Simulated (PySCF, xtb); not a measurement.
Si(H)2(OH)2 (H4O2Si), SMILES O[SiH2]O.

GFN2-xTB run with xtb 6.7.1 at its own geometry gives an orbital gap of 6.99 eV and a dipole moment of 1.42 D.

Geometry optimised at r2SCAN-D4/def2-TZVP. One conformer was computed; it need not be the lowest.

Task: What does PySCF with PBE/def2-TZVPD give? (The exact figures need the calculation; the answer reports its results.)

Result: gap 6.57 eV (levels -7.45 and -0.88 eV), dipole 0.98 D.
